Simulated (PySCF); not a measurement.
# What builds the third ionisation energy along the 4p block

All values are computed (PySCF 2.14, energy differences of UHF-based or UKS calculations, no spin-orbit coupling). Each column adds one step, in eV (sums use unrounded values): valence MP2, valence CCSD, valence triples, then the next inner shell at CCSD(T) (Ge 3s 3p 3d, As 3s 3p 3d, Se 3s 3p 3d, Kr 3s 3p 3d). References (NIST) marked * lie between the lowest fine-structure levels; the others compare directly ((s) semi-empirical, (t) theoretical).

| element | UHF | + MP2 | + CCSD | + (T) | + inner shell | sum | reference |
| --- | --- | --- | --- | --- | --- | --- | --- |
| Ge [Ar] 3d10 4s2 → [Ar] 3d10 4s1 (ANO-RCC-VTZP, spin-free X2C) | 32.244 | 0.722 | 0.329 | 0.000 | 0.518 | 33.814 | 34.058 |
| As [Ar] 3d10 4s2 4p1 → [Ar] 3d10 4s2 (ANO-RCC-VTZP, spin-free X2C) | 27.482 | 0.246 | 0.080 | 0.018 | 0.088 | 27.914 | 28.349 ± 0.012 * |
| Se [Ar] 3d10 4s2 4p2 → [Ar] 3d10 4s2 4p1 (ANO-RCC-VTZP, spin-free X2C) | 30.998 | 0.382 | 0.034 | 0.021 | 0.071 | 31.507 | 31.697 ± 0.019 * |
| Kr [Ar] 3d10 4s2 4p4 → [Ar] 3d10 4s2 4p3 (ANO-RCC-VTZP, spin-free X2C) | 34.337 | 0.704 | 0.126 | 0.022 | 0.058 | 35.247 | 35.838 ± 0.02 * |

What remains against the references is mostly basis incompleteness and, for starred values, spin-orbit coupling.

These are valence bases, so the inner-shell step is incomplete.
